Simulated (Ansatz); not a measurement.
Results of the Gaussian-basis code of Ansatz.

A structure relaxed at PBE0-D4/def2-TZVP, charge 0, multiplicity 2:

```xyz
5

N    -1.238   -1.553    1.060
C    -0.651   -0.766    0.454
Si    0.174    0.435   -0.665
F     0.135    1.865    0.031
H     1.580    0.018   -0.880
```

(1) Give its formula and SMILES.

(2) Summarise the bond lengths by kind.

Results:

(1) CHFNSi, `N#C[SiH]F`.

(2) 1 × C–N 1.154 Å; 1 × C–Si 1.837 Å; 1 × F–Si 1.591 Å; 1 × H–Si 1.482 Å.
